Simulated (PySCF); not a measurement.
From one molecule to another.

First species: 3-chlorostyrene, C8H7Cl.
Geometry (GFN2-xTB, Å), atoms numbered from 1 in this order:
```
atom  x, y, z in Å
C1     2.768    0.686   -0.192
C2     1.901   -0.319   -0.151
C3     0.450   -0.218   -0.039
C4    -0.307   -1.391   -0.011
C5    -1.684   -1.347    0.092
C6    -2.343   -0.132    0.171
C7    -1.595    1.034    0.144
Cl8   -2.403    2.562    0.242
C9    -0.217    1.005    0.041
H10    2.468    1.719   -0.144
H11    3.826    0.508   -0.277
H12    2.273   -1.335   -0.205
H13    0.194   -2.346   -0.072
H14   -2.253   -2.264    0.112
H15   -3.417   -0.086    0.253
H16    0.330    1.933    0.023
```

Second species: C₄H₆F₂O.
SMILES: `C[C@@H](F)[C@@H](F)C=O`

Levels: B3LYP/def2-SVPD for dipole moment, HOMO energy, LUMO energy, HOMO–LUMO gap, static isotropic polarisability and electronic spatial extent ⟨r²⟩ about the centre of nuclear charge; TDDFT B3LYP/def2-SVPD for lowest singlet excitation; TDA B3LYP/def2-SVPD for lowest triplet excitation (Tamm–Dancoff); GFN2-xTB for rotational constant A and rotational constant C. Geometries: GFN2-xTB. Each structure is a single optimised conformer of the isolated species, non-relativistic unless stated; the electronic structure was computed with PySCF and density fitting.

Dipoles, sizes and rotational constants follow the conformer. The torsions of the flexible species, by atom-mapped SMILES:
- `[CH2:1]=[CH:2][c:3]1[cH:4][cH:5][cH:6][c:7]([Cl:8])[cH:9]1`: C1–C2–C3–C4 180°
- `[CH3:1][C@@H:2]([F:3])[C@@H:4]([F:5])[CH:6]=[O:7]`: C1–C2–C4–F5 -44°, C2–C4–C6–O7 47°

Values for the first species:

| Item | Value |
| --- | --- |
| Dipole moment | 1.76 D |
| HOMO energy | -6.66 eV |
| LUMO energy | -1.59 eV |
| HOMO–LUMO gap | 5.07 eV |
| Lowest singlet excitation | 4.59 eV |
| Lowest triplet excitation (Tamm–Dancoff) | 3.20 eV |
| Static isotropic polarisability | 111.9 au |
| Electronic spatial extent ⟨r²⟩ about the centre of nuclear charge | 1565 bohr² |
| Rotational constant A | 2.350 GHz |
| Rotational constant C | 0.686 GHz |

Task: Estimate the same properties for the second species, and the change in each.

Result: 
```tsv
property	first	second	second less first
dipole moment	1.76 D	0.98 D	-0.78 D
HOMO energy	-6.66 eV	-8.00 eV	-1.34 eV
LUMO energy	-1.59 eV	-1.98 eV	-0.39 eV
HOMO–LUMO gap	5.07 eV	6.02 eV	+0.95 eV
lowest singlet excitation	4.59 eV	4.17 eV	-0.42 eV
lowest triplet excitation (Tamm–Dancoff)	3.20 eV	3.57 eV	+0.37 eV
static isotropic polarisability	111.9 au	53.4 au	-58.5 au
electronic spatial extent ⟨r²⟩ about the centre of nuclear charge	1565 bohr²	765 bohr²	-800 bohr²
rotational constant A	2.350 GHz	3.532 GHz	+1.182 GHz
rotational constant C	0.686 GHz	1.682 GHz	+0.996 GHz
```

On the first: In atomic units the dipole is 0.69 e·bohr (1 au = 2.5417 D). The polarisability is 16.59 Å³ as a volume (1 au = 0.148185 Å³), or 1.55 au for each of the 72 electrons.

On the second: No computed singlet falls in the visible range (750 to 380 nm, 1.65 to 3.26 eV); S1 lies 0.91 eV above its blue end. In wavenumbers S1 is 33600 cm⁻¹ (1 eV = 8065.54 cm⁻¹).
